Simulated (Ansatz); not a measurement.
Reaction (ligand exchange at a B–S bond): `[SiH3]OB(S)Cl` + HCl → `[SiH3]OB(Cl)Cl` + H₂S

Program: Ansatz. Geometries: PBE0-D4/def2-TZVP. ΔE: electronic, gas phase. CCSD(T)/CBS adds triple-zeta CCSD(T) − MP2 to the extrapolated MP2 energy (def2 sets, frozen cores). This one scheme is used for every species. Functionals use def2-TZVPP. One conformer a species, not always the lowest.

```csv
level,ΔE (kcal/mol)
B97M-V,-4.6
CAM-B3LYP,-5.1
CCSD(T)/def2-TZVPP,-4.4
MP2/def2-QZVPP,-4.3
```

Problem. What does CCSD(T)/CBS give? (Best estimate.)

Solution. Computed: -4.2 kcal/mol. The listed levels differ from it by -0.4, -0.9, -0.2, -0.1 kcal/mol.

Largest T1 diagnostic among the species: 0.012.

In def2-TZVPP, CCSD(T) changes the Hartree–Fock value by +1.6 kcal/mol (the triples alone add +0.3 kcal/mol) and MP2 by +1.7 kcal/mol. Leaving LDA and LC-ωPBE aside and taking each functional with its dispersion term where it has one, the values, not all of them listed here, spread over 1.6 kcal/mol, from ωB97M-V to revPBE-D4. At CCSD(T), def2-SVP lies −2.2 kcal/mol from the extrapolated value and def2-TZVPP −0.2 kcal/mol.
